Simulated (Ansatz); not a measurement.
`[OH][In]([F])[O][SiH3]` → `[F][In][O][SiH3]`• + `[OH]`• at 298.15 K and 1 bar (homolysis of the In–O bond).

Calculated with Ansatz (gas phase, PBE0-D4/def2-TZVP geometries, no zero-point term in ΔE). CCSD(T)/CBS is the MP2 limit (def2-TZVPP, def2-QZVPP) plus CCSD(T) − MP2 in def2-TZVPP, frozen cores. This one scheme is used for every species. Open shells (•) are unrestricted, without spin–orbit coupling. def2 core potentials past Kr. For In outer-core shells are correlated without core-valence functions, which leaves a few kJ/mol of doubt a bond. Each species was taken in one conformer, which may not be the lowest.

```json
{"species": "`[OH][In]([F])[O][SiH3]`", "CCSD(T)/CBS energy (Eh)": "-731.53890", "H − E (kJ/mol)": "140.8", "S (J/(mol·K))": "406.3"}
{"species": "`[F][In][O][SiH3]`•", "CCSD(T)/CBS energy (Eh)": "-655.71959", "H − E (kJ/mol)": "99.3", "S (J/(mol·K))": "378.4"}
{"species": "`[OH]`•", "CCSD(T)/CBS energy (Eh)": "-75.67771", "H − E (kJ/mol)": "31.1", "S (J/(mol·K))": "184.0"}
```

H − E and S are ideal-gas, rigid-rotor, harmonic terms from PBE0-D4/def2-TZVP, for one conformer and one mirror image of each species, with the whole ground term of open shells counted as degenerate. 1 Eh = 2625.50 kJ/mol, R = 8.31446 J/(mol·K).

Task: By hand: ΔE, ΔH, ΔS and ΔG.

Result: ΔE = (-655.71959) + (-75.67771) − (-731.53890) = 0.14160 Eh = 371.8 kJ/mol. Δ(H − E) = 99.3 + 31.1 − 140.8 = -10.4, so ΔH = 361.4 kJ/mol. ΔS = 378.4 + 184.0 − 406.3 = 156.1 J/(mol·K). ΔG = 361.4 − 298.15 × (156.1)/1000 = 314.9 kJ/mol.

Task: By hand: the equilibrium constant, and the temperature at which ΔG would vanish if ΔH and ΔS stayed fixed.

Result: log₁₀ K = −ΔG/(RT ln 10) = -55.2. ΔG = 0 at ΔH/ΔS = 2315 K.

The number of gas molecules changes by +1, which sets the sign of ΔS. A doubt of 5 kJ/mol in ΔE shifts log₁₀ K by 0.9 here. Other conformers and mirror images would add mixing entropy, several J/(mol·K) or more a flexible species. Modes under 60 cm⁻¹, often nearly free rotors, make the harmonic entropy too high. These are equilibria of isolated gas molecules and say nothing of rates. Largest T1 diagnostic: 0.019 (customary marks: 0.02 for closed shells, 0.045 for open ones).
